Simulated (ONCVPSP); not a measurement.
# Cl (Z = 17): excitation energies, all-electron against ONCV

Cl (Z = 17), optimised norm-conserving Vanderbilt (ONCV), made with ONCVPSP 4.0.1 (PBE, scalar-relativistic). Core [Ne], reference 3s2 3p5. Waves: 3s: rc 1.10 bohr, ncon 3, nbas 6, qcut 7.5 1/bohr, local; 3p: rc 1.40 bohr, ncon 5, nbas 9, qcut 5.8 1/bohr, 2 projectors, debl 3.6 Ha; d scattering state at 0.12 Ha: rc 1.20 bohr, ncon 3, nbas 6, qcut 8.9 1/bohr, 3 projectors, debl 2.1 Ha. Local part: the s channel. Core correction: Teter function, fcfact 2.75, rcfact 1.05.

Energies are relative to the spin-unpolarised reference configuration 3s2 3p5; without spin polarisation the order of configurations can differ from experiment.

```tsv
valence configuration	charge	ΔE all-electron (eV)	error AE − PS (meV)
3s2 3p3	+2	39.322	+7.9
3s2 3p2	+3	77.630	+42
```

Question: What are ΔE and the potential's error for 3s2 3p4?

Answer: ΔE = 13.875 eV all-electron; the error (AE − PS) is 0.0 meV.

Question: What are ΔE and the potential's error for 3s2 3p4.5?

Answer: ΔE = 5.583 eV all-electron; the error (AE − PS) is -0.3 meV.

Levels in the configuration 3s2 3p4:

```
level  all-electron (eV)  pseudo (eV)
   3s            -32.094      -32.091
   3p            -19.426      -19.422
```
